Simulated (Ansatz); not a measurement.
Input for Ansatz (a first-principles code): R-PBE/def2-TZVPPD on N2 (SMILES N#N) with ghost functions, monomers drawn apart or pushed together. Files ending in .json are basis or fitting sets from the Basis Set Exchange.

Ansatz 0.2 input:
```yaml
crystal:
  periodic: [false, false, false]
  atoms:
    - {symbol: N, position_ang: [-0.44036939, 0.51231994, 0.14198750]}
    - {symbol: N, position_ang: [-0.11509484, 1.18972059, -0.64869821]}
basis:
  gaussian:
    orbitals: def2-TZVPPD.json
    ghost_atoms:
      - {symbol: Ge, position_ang: [0.07546880, -0.23516554, 3.25758181]}
      - {symbol: H, position_ang: [1.29983679, 0.37294132, 2.55759743]}
      - {symbol: H, position_ang: [0.40896677, -0.48815445, 4.73615866]}
      - {symbol: H, position_ang: [-0.29550824, -1.56228900, 2.58143263]}
      - {symbol: H, position_ang: [-1.10584872, 0.74077492, 3.16028697]}
hamiltonian:
  xc: {name: PBE}
scf: {lower_state_search: off}
```

Question: Predict the final total energy.

Answer: -109.4524 hartree.
